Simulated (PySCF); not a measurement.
Compound: C2H9N3Si2.
Structure used (GFN2-xTB), in Å, numbered top down from 1:
```xyz
16
C2H9N3Si2 angstrom
N     -1.6427    1.3980   -2.2953
C     -1.5917    0.6203   -1.4552
Si    -1.5232   -0.6529   -0.0749
N     -2.6014   -0.3932    1.2389
N      0.0393   -0.4139    0.5806
C      1.2531   -0.3040   -0.2082
Si     2.5515    0.7560    0.7015
H     -1.8958   -1.9369   -0.6799
H     -2.4926    0.4337    1.8035
H     -3.5775   -0.5893    1.0995
H      0.2168   -0.7797    1.5035
H      0.9866    0.1568   -1.1610
H      1.6570   -1.2971   -0.4493
H      3.7425    0.8668   -0.1399
H      2.8873    0.0764    1.9590
H      1.9832    2.0679    1.0021
```

Computed at PBE0/pcSseg-1 (PySCF, non-relativistic), with Q(14N) = 0.02044 b: N1, 14N (I = 1): χzz = -5.578 MHz, η = 0.046; N4, 14N (I = 1): χzz = -4.211 MHz, η = 0.307; N5, 14N (I = 1): χzz = -4.934 MHz, η = 0.330.

(1) Find the zero-field quadrupole resonance frequencies of 14N at N1.

(2) Find the zero-field quadrupole resonance frequencies of 14N at N4.

(3) Find the zero-field quadrupole resonance frequencies of 14N at N5.

Answers

(1) From ν± = (3/4)|χ|(1 ± η/3) and ν0 = |χ|η/2: ν+ 4.248 MHz, ν− 4.120 MHz, ν0 0.128 MHz (cyano nitrogen).

(2) From ν± = (3/4)|χ|(1 ± η/3) and ν0 = |χ|η/2: ν+ 3.481 MHz, ν− 2.835 MHz, ν0 0.646 MHz (silicon-bound nitrogen).

(3) From ν± = (3/4)|χ|(1 ± η/3) and ν0 = |χ|η/2: ν+ 4.108 MHz, ν− 3.293 MHz, ν0 0.815 MHz (silicon-bound nitrogen).

In a crystal, neighbours and librations shift these lines. The structure is a single GFN2-xTB conformer in the gas phase; no vibrational or solvent corrections. GFN2-xTB bond lengths can be off by several hundredths of an ångström, more for odd bonds, and the gradients follow them. With so small a basis the couplings can be 20 % off.
